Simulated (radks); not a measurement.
Values are calculated unless marked as measured or tabulated.
How relativity changes the ionisation of neutral bromine ([Ar] 3d10 4s2 4p5) to Br+ ([Ar] 3d10 4s2 4p4). Spin-unpolarised spherical Kohn-Sham, PBE, point nucleus unless stated (finite: rms radius 4.1629 fm), a radial shooting solver on a logarithmic mesh with Libxc functionals. A level marked "c x" has the speed of light scaled by that factor and shares open shells by 2j + 1; other Dirac levels either fill j = l - 1/2 first or share by 2j + 1.

| level | E(Br) (hartree) | E(Br+) (hartree) | IE (eV) | HOMO | <r> HOMO (bohr) |
|---|---|---|---|---|---|
| non-rel. | -2573.77645 | -2573.31409 | 12.581 | 4p | 2.111 |
| scalar-rel. | -2606.41276 | -2605.95140 | 12.554 | 4p | 2.105 |
| scalar-rel., finite nucleus | -2606.39225 | -2605.93089 | 12.554 | 4p | 2.105 |
| Dirac, 2j+1 shares | -2606.59107 | -2606.12951 | 12.560 | 4p3/2 | 2.122 |
| Dirac, low j first | -2606.59714 | -2606.14345 | 12.345 | 4p3/2 | 2.124 |
| Dirac, 2j+1 shares, finite nucleus | -2606.57054 | -2606.10898 | 12.560 | 4p3/2 | 2.122 |
| Dirac, c x 0.75 | -2633.66225 | -2633.20112 | 12.548 | 4p3/2 | 2.132 |
| Dirac, c x 0.85 | -2619.77972 | -2619.31839 | 12.553 | 4p3/2 | 2.127 |
| Dirac, c x 5 | -2575.04911 | -2574.58678 | 12.580 | 4p3/2 | 2.112 |

NIST Atomic Spectra Database: 11.814 eV (measured). The relativistic part of the total energy of Br is -32.79 hartree (Dirac, 2j+1 shares, finite nucleus), 1.3 % of the non-relativistic value. Spin polarisation and multiplet splitting of open shells are left out at every level.

Beside tabulated values, note that spin-unpolarised runs miss the spin-polarisation part of the exchange energy of open shells.
